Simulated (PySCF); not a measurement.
Ti(N(SiMe3)2)Cl3, C₆H₁₈Cl₃NSi₂Ti (singlet state).
Bonds: Ti1–N2, Ti1–Cl29, Ti1–Cl30, Ti1–Cl31, N2–Si3, N2–Si7, Si3–C4, Si3–C5, Si3–C6, Si7–C8, Si7–C9, Si7–C10. Hydrogens: H11, H12, H13 on C4; H14, H15, H16 on C5; H17, H18, H19 on C6; H20, H21, H22 on C8; H23, H24, H25 on C9; H26, H27, H28 on C10.

Computed by this run: PBE0-D3(BJ)/def2-SVP geometry optimisation, gas phase in PySCF 2.14.0; density fitting, grid level 1; the optimiser is geomeTRIC in internal coordinates, started from a GFN2-xTB structure with every atom displaced at random (about 0.03 Å).

At the end of the run (lengths in Å): C4–H13 1.103, C4–H11 1.099, Ti1–Cl30 2.186, C8–H21 1.103, Ti1–Cl31 2.198, C9–H25 1.098, Si7–C9 1.876, Cl29–Ti1–Cl30 105.9°, Cl30–Ti1–Cl31 107.8°, N2–Ti1–Cl30 109.4°, Si3–N2–Si7 123.0°, Cl29–Ti1–N2–Si3 109°, Ti1–N2–Si3–C4 -179°, Ti1–N2–Si7–C8 -15°, H20–C8–Si7–N2 -65°, H17–C6–Si3–N2 109°.

Question: These geometries were met on the way; a selection of coordinates is given. Order them by energy above the end point, lowest first.
A. C4–H13 1.103, C4–H11 1.100, Ti1–Cl30 2.190, C8–H21 1.103, Ti1–Cl31 2.200, C9–H25 1.097, Si7–C9 1.877, Cl29–Ti1–Cl30 107.4°, Cl30–Ti1–Cl31 107.4°, N2–Ti1–Cl30 109.8°, Si3–N2–Si7 122.5°, Cl29–Ti1–N2–Si3 110°, Ti1–N2–Si3–C4 -177°, Ti1–N2–Si7–C8 -21°, H20–C8–Si7–N2 -62°, H17–C6–Si3–N2 111°
B. C4–H13 1.229, C4–H11 0.978, Ti1–Cl30 2.298, C8–H21 1.006, Ti1–Cl31 2.107, C9–H25 1.010, Si7–C9 1.958, Cl29–Ti1–Cl30 97.0°, Cl30–Ti1–Cl31 99.1°, N2–Ti1–Cl30 116.9°, Si3–N2–Si7 130.1°, Cl29–Ti1–N2–Si3 111°, Ti1–N2–Si3–C4 -174°, Ti1–N2–Si7–C8 -27°, H20–C8–Si7–N2 -58°, H17–C6–Si3–N2 114°
C. C4–H13 1.115, C4–H11 1.088, Ti1–Cl30 2.236, C8–H21 1.093, Ti1–Cl31 2.169, C9–H25 1.091, Si7–C9 1.895, Cl29–Ti1–Cl30 99.0°, Cl30–Ti1–Cl31 100.0°, N2–Ti1–Cl30 116.1°, Si3–N2–Si7 127.7°, Cl29–Ti1–N2–Si3 111°, Ti1–N2–Si3–C4 -174°, Ti1–N2–Si7–C8 -28°, H20–C8–Si7–N2 -58°, H17–C6–Si3–N2 112°
D. C4–H13 1.106, C4–H11 1.106, Ti1–Cl30 2.174, C8–H21 1.107, Ti1–Cl31 2.208, C9–H25 1.102, Si7–C9 1.874, Cl29–Ti1–Cl30 105.2°, Cl30–Ti1–Cl31 104.5°, N2–Ti1–Cl30 112.3°, Si3–N2–Si7 123.5°, Cl29–Ti1–N2–Si3 111°, Ti1–N2–Si3–C4 -175°, Ti1–N2–Si7–C8 -25°, H20–C8–Si7–N2 -60°, H17–C6–Si3–N2 112°
E. C4–H13 1.096, C4–H11 1.100, Ti1–Cl30 2.190, C8–H21 1.103, Ti1–Cl31 2.193, C9–H25 1.099, Si7–C9 1.875, Cl29–Ti1–Cl30 101.9°, Cl30–Ti1–Cl31 102.0°, N2–Ti1–Cl30 114.6°, Si3–N2–Si7 125.7°, Cl29–Ti1–N2–Si3 111°, Ti1–N2–Si3–C4 -174°, Ti1–N2–Si7–C8 -27°, H20–C8–Si7–N2 -59°, H17–C6–Si3–N2 112°

Answer: A (0.010 eV), D (0.041 eV), E (0.113 eV), C (0.300 eV), B (1.989 eV).

```tsv
step	E above end (eV)	rms distance from the end, all atoms (Å)	largest force (eV/Å)	rms shift of all bonds from the end (Å)
5	0.010	0.074	0.154	0.001
3	0.041	0.136	0.380	0.004
2	0.113	0.193	0.434	0.004
1	0.300	0.245	1.373	0.014
0	1.989	0.313	8.574	0.060
```

Rows stand in the order of the answer.
